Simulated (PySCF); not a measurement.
**Yb(OH)3 at several levels of theory**

Computed with PySCF 2.14.0 (density fitting, no spin-orbit coupling) at the geometry relaxed with PBE0:

```xyz
7
Yb(OH)3 (singlet in the valence; each metal's 4f electrons, 13 of them, lie in its core potential, out of spins and levels)
Yb    0.0000    0.0000    0.1427
O     2.0013    0.0000    0.1448
H     2.9557    0.0000    0.1467
O    -1.0007    1.7332    0.1448
H    -1.4779    2.5597    0.1467
O    -1.0007   -1.7332    0.1448
H    -1.4778   -2.5597    0.1467
```

| level | basis | state | HOMO (eV) | gap (eV) | charge on Yb1 (e) | population of f-type functions on Yb1 (polarisation alone where 4f lies in the core) | dipole about the centre of mass (D) | largest force component (eV/Å) |
| --- | --- | --- | --- | --- | --- | --- | --- | --- |
| PBE0 | Yb lcecp-1-SVP with ECP59, O def2-SVP, H def2-SVP | singlet | -7.68 | 6.39 | 1.05 | 0.07 | 0.01 | 0.00 |
| BLYP | the same | singlet | -5.86 | 3.77 | 0.79 | 0.07 | 0.01 | 0.68 |
| PBE0 | Yb lcecp-1-TZVP with ECP59, O def2-TZVP, H def2-TZVP | singlet | -7.91 | 6.56 | 1.65 | 0.08 | 0.01 | 0.26 |

In the lcecp rows the 4f levels are missing from HOMO and gap, and the state counts the valence alone.

Charges are Mulliken's, which hang on the basis. The relaxation used the grid (50, 194), these runs (75, 302) or, all-electron (x2c bases, spin-free X2C Hamiltonian), (99, 590).

Question: What does TPSS with Yb lcecp-1-SVP with ECP59, O def2-SVP, H def2-SVP give here?

Answer: state singlet, HOMO (eV) -6.06, gap (eV) 4.31, charge on Yb1 (e) 0.94, population of f-type functions on Yb1 (polarisation alone where 4f lies in the core) 0.07, dipole about the centre of mass (D) 0.01, largest force component (eV/Å) 0.52. Time: 13 s on 2 threads of Intel(R) Xeon(R) Platinum 8259CL CPU @ 2.50GHz (Skylake/Cascade Lake), with other jobs on the host, from an already converged density.

In the first row's basis the gap widens with exact exchange: 3.8 to 4.3 eV for BLYP, TPSS (none); 6.4 eV for PBE0 (a fixed share).

An lcecp potential fixes the number of 4f electrons, so in runs with it no electron can move into or out of that shell.
